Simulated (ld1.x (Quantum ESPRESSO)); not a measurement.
# An all-electron radial function and its pseudo partner (calcium)

Columns: radius, all-electron u(r) and pseudo u(r) of the 3p shell (level -27.75 eV) of calcium in the configuration [Ne] 3s2 3p6 3d0 4s2 4p0; BLYP, scalar-relativistic, PAW scheme, ld1.x (Quantum ESPRESSO) 7.5.

```csv
r (bohr),all-electron,pseudo
0.115,0.3676,-0.0220
0.230,0.4589,-0.0856
0.345,0.2200,-0.1839
0.460,-0.1224,-0.3060
0.575,-0.4384,-0.4390
0.690,-0.6793,-0.5694
0.805,-0.8380,-0.6847
0.920,-0.9234,-0.7748
1.035,-0.9506,-0.8332
1.150,-0.9362,-0.8578
1.265,-0.8939,-0.8502
1.380,-0.8349,-0.8156
1.495,-0.7670,-0.7613
1.610,-0.6958,-0.6954
1.725,-0.6252,-0.6256
1.840,-0.5573,-0.5574
1.955,-0.4938,-0.4938
2.070,-0.4354,-0.4354
2.185,-0.3822,-0.3822
2.300,-0.3344,-0.3344
2.415,-0.2917,-0.2917
2.530,-0.2538,-0.2538
2.645,-0.2204,-0.2204
2.760,-0.1910,-0.1910
2.875,-0.1653,-0.1653
2.990,-0.1428,-0.1428
```

**Question.** How many radial nodes do the two functions have?

**Answer.** The all-electron 3p function has n − l − 1 = 1; the pseudo-wave has 0, since the states of the same l below it are removed with the core.

**Question.** At about which radius was the pseudo-wave matched?

**Answer.** 1.90 bohr. The columns agree to 0.0005 from 1.61 bohr on; several derivatives are matched, so the curves merge somewhat inside the radius.

**Question.** Is the pseudo-wave norm-conserving?

**Answer.** No, it belongs to a PAW set: the norm inside the radius is not constrained, and the difference is carried by the augmentation charge.
